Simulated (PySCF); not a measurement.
Hf (SMILES [Hf]), triplet (core potentials on Hf). Base run: B3LYP/def2-SV(P) run with PySCF.

The PySCF input:
```python
from pyscf import gto, scf, dft

mol = gto.Mole()
mol.atom = '''
    Hf    0.000000    0.000000    0.000000
'''
mol.basis = 'def2-sv(p)'
mol.ecp = {'Hf': 'def2-sv(p)'}
mol.charge = 0
mol.spin = 2
mol.verbose = 4
mol.build()

mf = dft.UKS(mol)
mf.xc = 'b3lyp'
mf.kernel()
```

Variants of this job, named by their change:

```
change                                                                                                                                         basis functions        E (Eh)  HOMO (eV)        outcome
---------------------------------------------------------------------------------------------------------------------------------------------  ---------------  ------------  ---------  -------------
base                                                                                                                                                        25     -47.87613      -4.15      converged
basis = jorge-DZP-DKH; relativity = spin-free X2C (without mol.ecp = {'Hf': 'def2-sv(p)'})                                                                  60  -15067.57176      -2.39      converged
basis = Sapporo-DKH3-DZP-2012; relativity = spin-free X2C (without mol.ecp = {'Hf': 'def2-sv(p)'})                                                          65  -15079.48165      -3.94      converged
basis = jorge-DZP-DKH; relativity = spin-free X2C; nucleus = Gaussian (with mol.nucmod = 'G'; without mol.ecp = {'Hf': 'def2-sv(p)'})                       60  -15066.18248      -2.39      converged
basis = x2c-SVPall; relativity = spin-free X2C (without mol.ecp = {'Hf': 'def2-sv(p)'})                                                                     66  -15079.67692      -4.26      converged
basis = jorge-DZP-DKH; relativity = none (without mol.ecp = {'Hf': 'def2-sv(p)'})                                                                           60  -14059.67437      -2.84      converged
basis = x2c-SVPall; relativity = spin-free X2C; nucleus = Gaussian (with mol.nucmod = 'G'; without mol.ecp = {'Hf': 'def2-sv(p)'})                          66  -15078.13589      -4.27      converged
basis = Sapporo-DKH3-DZP-2012; relativity = spin-free X2C; nucleus = Gaussian (with mol.nucmod = 'G'; without mol.ecp = {'Hf': 'def2-sv(p)'})               65  -15077.99814      -3.94      converged
basis = x2c-SVPall; relativity = none (without mol.ecp = {'Hf': 'def2-sv(p)'})                                                                              66  -12927.75451      -6.22      converged
basis = Sapporo-DKH3-DZP-2012; relativity = none (without mol.ecp = {'Hf': 'def2-sv(p)'})                                                                   65             -          -  not converged
```

Total energies compare only within one method and basis.

Open shells are given as the SCF converged; they aren't shown to be the lowest states, and a large step between rows can be another state.

Basis sets contracted for a relativistic Hamiltonian are a mismatch without it, so the rows without relativity aren't non-relativistic limits. No row has spin-orbit coupling; sets with core potentials leave out the core electrons.
